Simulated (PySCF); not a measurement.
Molfile (atoms numbered from 1):
```
C3H7FOSi
     RDKit          3D

 13 12  0  0  0  0  0  0  0  0999 V2000
   -0.7075    1.7537    0.7540 O   0  0  0  0  0  0  0  0  0  0  0  0
   -1.4877    0.8861    0.4698 C   0  0  0  0  0  0  0  0  0  0  0  0
   -1.0643   -0.5363    0.1750 C   0  0  1  0  0  0  0  0  0  0  0  0
   -2.1239   -1.1735   -0.4306 F   0  0  0  0  0  0  0  0  0  0  0  0
    0.1876   -0.6283   -0.6663 C   0  0  0  0  0  0  0  0  0  0  0  0
    1.7351    0.2477    0.0176 Si  0  0  0  0  0  4  0  0  0  0  0  0
   -2.5923    1.0611    0.4223 H   0  0  0  0  0  0  0  0  0  0  0  0
   -0.9004   -1.0222    1.1579 H   0  0  0  0  0  0  0  0  0  0  0  0
   -0.0262   -0.2315   -1.6733 H   0  0  0  0  0  0  0  0  0  0  0  0
    0.4392   -1.6931   -0.7937 H   0  0  0  0  0  0  0  0  0  0  0  0
    1.8470    1.6641   -0.4239 H   0  0  0  0  0  0  0  0  0  0  0  0
    2.9140   -0.4978   -0.5278 H   0  0  0  0  0  0  0  0  0  0  0  0
    1.7793    0.1494    1.5070 H   0  0  0  0  0  0  0  0  0  0  0  0
  1  2  2  0
  2  3  1  0
  3  4  1  0
  3  5  1  0
  5  6  1  0
  2  7  1  0
  3  8  1  1
  5  9  1  0
  5 10  1  0
  6 11  1  0
  6 12  1  0
  6 13  1  0
M  END
```

Geometry: PBE0-D3(BJ)/def2-SVP; GIAO shifts from PySCF 2.14.0 with density-fitted response routines, gas phase, non-relativistic, averaged over equivalent atoms.

At LDA/pcSseg-1 (144 basis functions, 16 s wall time on 1 thread of an Arm Neoverse V1, shared host):
| atoms | δ (ppm) |
| --- | --- |
| O1 | 721.3 |
| C2 | 223.6 |
| C3 | 105.3 |
| C5 | 12.4 |
| F4 | -227.6 |
| Si6 | -83.0 |
| H7 | 10.52 |
| H8 | 4.87 |
| H11/H12/H13 | 4.24 |
| H10 | 1.35 |
| H9 | 1.18 |

δ = σ(ref) − σ, references computed at the same level: $^{17}$O (σref 342.75) vs H2O; TMS for $^{13}$C (σref 180.72) and $^{29}$Si (σref 318.36) and $^{1}$H (σref 30.83); CFCl3 for $^{19}$F (σref 139.25).

Task: Predict the values at HF/pcSseg-1 on the same geometry.

Result: 
```
      atoms  δ at HF/pcSseg-1  change
         O1             677.6   -43.7
         C2             208.6   -15.0
         C3              85.8   -19.5
         C5              10.3    -2.1
         F4            -168.3   +59.3
        Si6             -62.5   +20.5
         H7              9.53   -0.99
         H8              4.20   -0.67
H11/H12/H13              3.77   -0.47
        H10              1.25   -0.10
         H9              1.02   -0.16
```

Shifts are taken against calculated references (same method and geometry level): $^{17}$O (σref 333.31) against H2O; TMS for $^{13}$C (σref 190.85) and $^{29}$Si (σref 393.43) and $^{1}$H (σref 31.69); CFCl3 for $^{19}$F (σref 246.35).

The largest change is at F4 (fluorine on an sp3 carbon). Cost: 144 basis functions, 6.5 s wall time on 1 thread of an Arm Neoverse V1, shared host. The order of the carbon signals is the same at both levels.

Unscaled 19F shifts against computed CFCl3 carry errors that often reach 10 to 50 ppm. Unscaled 17O shifts of doubly bonded oxygen tend to come out too high, by tens of ppm or more. Experimental scales use liquid or dissolved standards, which lie at an offset from isolated H2O (liquid H2O: subtract about 36 ppm).
